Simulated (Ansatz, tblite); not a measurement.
Forces on FeO₃ at its PBE0-D4/def2-TZVP geometry. Charge 0, multiplicity 1.

The xTB rows come from tblite. The structure holds 2 bonds between oxygen atoms, so isomers without such links may lie far lower. At PBE-D4/def2-TZVP an occupied level lies above an empty one. Another isomer (triplet) lies 3.25 eV lower at PBE0-D4/def2-TZVP; other spin states weren't run for this one.

GFN1-xTB (tblite), largest force 3.57 eV/Å:

```xyz
4
positions Å, forces eV/Å
Fe    0.080   -0.916   -0.874   -0.191    0.472    0.541
O     0.984    0.474   -0.167   -2.815    0.016    1.714
O    -0.963   -0.291    0.320    2.625    2.028    0.243
O    -0.101    0.733    0.722    0.381   -2.516   -2.498
```

GFN2-xTB (tblite), largest force 1.49 eV/Å:

```
Fe 0.203 -1.032 -1.053
O -0.886 0.364 0.863
O 0.323 0.748 0.479
O 0.360 -0.080 -0.289
```

PBE-D4/def2-TZVP (Ansatz), largest force 1.19 eV/Å:

```
Fe 0.082 -0.543 -0.539
O -0.042 -0.114 -0.078
O -0.113 -0.248 -0.155
O 0.073 0.905 0.771
```
